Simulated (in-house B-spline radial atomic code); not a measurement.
Functionals against successive ionisation energies: Tl to Tl³⁺

Ionisation energies as differences of self-consistent total energies from a B-spline radial code for spherical atoms: all electrons, radial basis limit, scalar-relativistic (one-electron X2C), spin-polarised at highest spin, spherical densities; exact exchange is averaged over the determinants of each configuration. No spin-orbit coupling, Breit or QED terms. NIST's values run from ground level to ground level, so in open shells the differences also hold multiplet and fine-structure energies that spherical high-spin averages miss. For p electrons of heavy elements the spin-orbit part alone reaches an electronvolt or more. Columns give computed minus NIST, in eV; a star marks a semi-empirical value. Species are left out where the tabulated value is theory, is uncertain by more than 0.12 eV, or (13 ions, such as In⁴⁺, Te⁴⁺ and Bi⁴⁺) lies off its series for all methods alike, which flatters the means a little.

| species | shell | NIST (eV) | LDA exchange-only | BLYP | r2SCAN | B3LYP |
| --- | --- | --- | --- | --- | --- | --- |
| Tl | 6p | 6.11 | -1.36 | -0.79 | -0.87 | -0.63 |
| Tl⁺ | 6s | 20.43 | -0.84 | +0.16 | -0.07 | +0.07 |
| Tl²⁺ | 6s | 29.85 | -0.30 | +0.56 | +0.31 | +0.43 |
| Tl³⁺ | 5d | 51.14 ± 0.04 | -1.02 | +0.25 | +0.73 | +0.42 |

(1) How do the methods rank, and which species is hardest?

Answers

(1) Mean absolute (signed) differences: B3LYP 0.39 (+0.07) eV; BLYP 0.44 (+0.04) eV; r2SCAN 0.50 (+0.03) eV; LDA exchange-only 0.88 (-0.88) eV. For Tl, which loses a 6p electron, the nearest method is off by -0.63 eV, the largest such miss.
